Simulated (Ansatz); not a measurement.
`[SiH3][N]([SiH3])[Ga]([N]([SiH3])[SiH3])[N]([SiH3])[SiH3]`: the same geometry under several functionals.

```yaml
crystal:
  periodic: [false, false, false]
  atoms:
    - {symbol: Si, position_ang: [-0.280223, -2.582206, -1.662551]}
    - {symbol: N, position_ang: [-0.760375, -1.644089, -0.285838]}
    - {symbol: Si, position_ang: [-1.938276, -2.296360, 0.803944]}
    - {symbol: Ga, position_ang: [-0.013947, 0.015876, 0.010169]}
    - {symbol: N, position_ang: [-1.002480, 1.368039, 0.771479]}
    - {symbol: Si, position_ang: [-2.735936, 1.355758, 0.698349]}
    - {symbol: Si, position_ang: [-0.228966, 2.690491, 1.585674]}
    - {symbol: N, position_ang: [1.744108, 0.289082, -0.472893]}
    - {symbol: Si, position_ang: [2.886833, -1.011526, -0.376214]}
    - {symbol: Si, position_ang: [2.283061, 1.832769, -1.045234]}
    - {symbol: H, position_ang: [-1.470225, -3.294873, -2.203291]}
    - {symbol: H, position_ang: [0.273523, -1.675909, -2.703089]}
    - {symbol: H, position_ang: [0.751687, -3.600418, -1.327478]}
    - {symbol: H, position_ang: [-1.499068, -3.629164, 1.302852]}
    - {symbol: H, position_ang: [-2.076401, -1.373298, 1.962559]}
    - {symbol: H, position_ang: [-3.266144, -2.468393, 0.157190]}
    - {symbol: H, position_ang: [-3.349592, 1.117667, 2.031867]}
    - {symbol: H, position_ang: [-3.176833, 0.288457, -0.237294]}
    - {symbol: H, position_ang: [-3.224602, 2.671650, 0.200941]}
    - {symbol: H, position_ang: [-0.844737, 2.879203, 2.928440]}
    - {symbol: H, position_ang: [-0.370611, 3.967687, 0.837206]}
    - {symbol: H, position_ang: [1.215453, 2.382406, 1.752423]}
    - {symbol: H, position_ang: [2.410301, -2.010980, 0.616025]}
    - {symbol: H, position_ang: [4.203441, -0.467186, 0.055645]}
    - {symbol: H, position_ang: [3.079957, -1.699718, -1.681129]}
    - {symbol: H, position_ang: [2.937533, 1.689714, -2.375448]}
    - {symbol: H, position_ang: [3.263624, 2.462957, -0.121978]}
    - {symbol: H, position_ang: [1.102298, 2.726863, -1.185923]}
basis:
  gaussian: {orbitals: def2-TZVPP}
hamiltonian: {xc: {name: B97M-V}}
output: {orbitals: {seedname: orbitals}}
```

```sh
$ ansatz run in.yaml --threads 11 --pin off --events-out ev --progress --plain --backend cuda
```

Shortened log:

```
Functional definition: B97M-V
3623 factors; their error is unknown
mean field evaluation 1: about -104367.3012 eV, gradient 1.2e2 eV
mean field evaluation 2: about -104277.8515 eV, gradient 2.1e2 eV
mean field evaluation 4: about -104392.1269 eV, gradient 1.8e1 eV
mean field evaluation 8: about -104392.8316 eV, gradient 5.1e-1 eV
mean field evaluation 16: about -104392.7242 eV, gradient 1.4e-3 eV
mean field -104392.72424081 eV, -3836.3618559198 hartree, gradient 5.2e-5 eV, S^2 0.000000; 0 other end points of the search recorded, 0 dependent functions left out
reference -104392.72435937 eV, -3836.3618602768 hartree; 77, 77 occupied and 568, 568 virtual orbitals, 3623 factors
Total energy: -104392.72435937 eV, -3836.3618602768 hartree
```

Hardware: 11 threads of an AMD EPYC 7R13 on a shared host and a whole NVIDIA H100 80 GB. Wall time 3.4 s, peak host memory 1.4 GiB.

Changing it to `hamiltonian: {xc: {name: PBE-QIDH}}` (abridged; 4.2 s):

```
Functional definition: PBE-QIDH
mean field evaluation 16: about -104343.0540 eV, gradient 1.4e-4 eV
mean field -104343.05397960 eV, -3834.5365074881 hartree, gradient 7.6e-6 eV, S^2 0.000000
42 core orbitals not correlated: weight in the atoms' cores, before any rotation towards them, 1.000 or more for the frozen orbitals, at most 0.000 for the correlated occupied ones
second order -50.30953708 eV of doubles, -0.00000000 eV of singles
Total energy: -104359.82384896 eV, -3835.1527888199 hartree
```

The same input with `hamiltonian: {xc: {name: BHLYP}, dispersion: d4}` (abridged; 2.3 s):

```
Functional definition: BHLYP
mean field evaluation 16: about -104412.2371 eV, gradient 4.2e-5 eV
mean field -104412.23710530 eV, -3837.0789404634 hartree, gradient 4.2e-5 eV, S^2 0.000000
Total energy: -104413.92728245 eV, -3837.1410533281 hartree
```

With the line `hamiltonian: {xc: pbe, dispersion: d4}` and forces (abridged; 2.6 s):

```
Functional definition: PBE
mean field evaluation 16: about -104375.9335 eV, gradient 5.0e-4 eV
mean field -104375.93353021 eV, -3835.7448086866 hartree, gradient 4.4e-5 eV, S^2 0.000000
Total energy: -104377.14537747 eV, -3835.7893432518 hartree
Atom 0 force     0.081784    -0.102430    -0.168292 eV/Å
Atom 1 force     0.007611     0.043035     0.007181 eV/Å
Atom 2 force    -0.148560    -0.066019     0.140583 eV/Å
Atom 3 force    -0.001670     0.001761     0.000781 eV/Å
Atom 4 force     0.022657    -0.031184    -0.018062 eV/Å
Atom 5 force    -0.212505    -0.018253    -0.011521 eV/Å
Atom 6 force     0.109513     0.159374     0.091165 eV/Å
Atom 7 force    -0.038038     0.002272     0.018430 eV/Å
Atom 8 force     0.118275    -0.175081     0.009450 eV/Å
Atom 9 force     0.052999     0.197242    -0.064508 eV/Å
Atom 10 force    -0.125913    -0.073291    -0.055223 eV/Å
Atom 11 force     0.056710     0.085492    -0.109133 eV/Å
Atom 12 force     0.108408    -0.113105     0.029331 eV/Å
Atom 13 force     0.046136    -0.140896     0.053477 eV/Å
Atom 14 force    -0.016843     0.086391     0.118809 eV/Å
Atom 15 force    -0.142911    -0.019869    -0.066189 eV/Å
Atom 16 force    -0.068121    -0.025010     0.139980 eV/Å
Atom 17 force    -0.049809    -0.105055    -0.094561 eV/Å
Atom 18 force    -0.050687     0.138899    -0.052635 eV/Å
Atom 19 force    -0.065088     0.019043     0.141577 eV/Å
Atom 20 force    -0.013258     0.137031    -0.076770 eV/Å
Atom 21 force     0.145912    -0.026792     0.020941 eV/Å
Atom 22 force    -0.042126    -0.104697     0.099184 eV/Å
Atom 23 force     0.137363     0.058885     0.046392 eV/Å
Atom 24 force     0.028147    -0.076444    -0.137346 eV/Å
Atom 25 force     0.068485    -0.014261    -0.140933 eV/Å
Atom 26 force     0.105069     0.069741     0.096000 eV/Å
Atom 27 force    -0.113543     0.093220    -0.018111 eV/Å
Dipole moment:    -0.006163     0.009370     0.005064 e Å
```

Changing it to `hamiltonian: {xc: r2scan, dispersion: d4}` and forces (abridged; 3.8 s):

```
Functional definition: r2SCAN
mean field evaluation 16: about -104408.2301 eV, gradient 1.0e-3 eV
mean field -104408.23011440 eV, -3836.9316862641 hartree, gradient 1.9e-5 eV, S^2 0.000000
Total energy: -104408.56328912 eV, -3836.9439302091 hartree
Atom 0 force     0.027830    -0.045466    -0.075330 eV/Å
Atom 1 force     0.002953     0.024360     0.004524 eV/Å
Atom 2 force    -0.064651    -0.037835     0.066024 eV/Å
Atom 3 force     0.001869    -0.003539    -0.001911 eV/Å
Atom 4 force     0.012365    -0.017311    -0.009850 eV/Å
Atom 5 force    -0.099197     0.002140    -0.007057 eV/Å
Atom 6 force     0.043626     0.074260     0.050212 eV/Å
Atom 7 force    -0.019841     0.002661     0.009853 eV/Å
Atom 8 force     0.055905    -0.070854     0.008565 eV/Å
Atom 9 force     0.027611     0.087787    -0.037097 eV/Å
Atom 10 force     0.025487     0.011687     0.009563 eV/Å
Atom 11 force    -0.008941    -0.022875     0.015062 eV/Å
Atom 12 force    -0.019940     0.013021    -0.013351 eV/Å
Atom 13 force    -0.009892     0.021910    -0.010491 eV/Å
Atom 14 force     0.001544    -0.027830    -0.021608 eV/Å
Atom 15 force     0.024806    -0.000785     0.019742 eV/Å
Atom 16 force     0.005668     0.007246    -0.029938 eV/Å
Atom 17 force     0.003391     0.029258     0.020095 eV/Å
Atom 18 force     0.007724    -0.024408     0.011393 eV/Å
Atom 19 force     0.011278    -0.001228    -0.025599 eV/Å
Atom 20 force     0.005018    -0.022116     0.021811 eV/Å
Atom 21 force    -0.033762     0.011848     0.003032 eV/Å
Atom 22 force     0.014544     0.014059    -0.019821 eV/Å
Atom 23 force    -0.023822    -0.013291    -0.009442 eV/Å
Atom 24 force     0.005109     0.008560     0.025397 eV/Å
Atom 25 force    -0.009140     0.003105     0.024592 eV/Å
Atom 26 force    -0.018455    -0.007633    -0.025146 eV/Å
Atom 27 force     0.030914    -0.016733    -0.003227 eV/Å
Dipole moment:    -0.006274     0.009418     0.005122 e Å
```
